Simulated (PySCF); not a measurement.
Gas-phase reaction: 6 S → S₆

Method: PySCF energies plus ideal-gas RRHO corrections (1 bar). † marks an energy on the PBE0/def2-TZVP geometry and frequencies; other levels use their own. MP2 freezes the core. Open shells (unrestricted): S (multiplicity 3); the rest are closed-shell singlets. Spin-orbit splitting is ignored; it lowers the true energy and changes the entropy of S. B3LYP is the form with VWN-RPA correlation. MP2 isn't extrapolated to the basis-set limit.

| level | ΔH°(298 K), kJ |
|---|---|
| B3LYP/def2-TZVP† | -1480 |
| BLYP/def2-TZVP† | -1517 |
| HF/def2-TZVP† | -657 |
| MP2/def2-SVP† | [?] |
| PBE0/def2-SVP† | -1470 |
| PBE0/def2-TZVP | [?] |
| ωB97M-V/def2-TZVP† | [?] |

Question: What belongs in the gaps?

Answer: 
- MP2/def2-SVP†, ΔH°(298 K), kJ: -1224
- PBE0/def2-TZVP, ΔH°(298 K), kJ: -1593
- ωB97M-V/def2-TZVP†, ΔH°(298 K), kJ: -1611
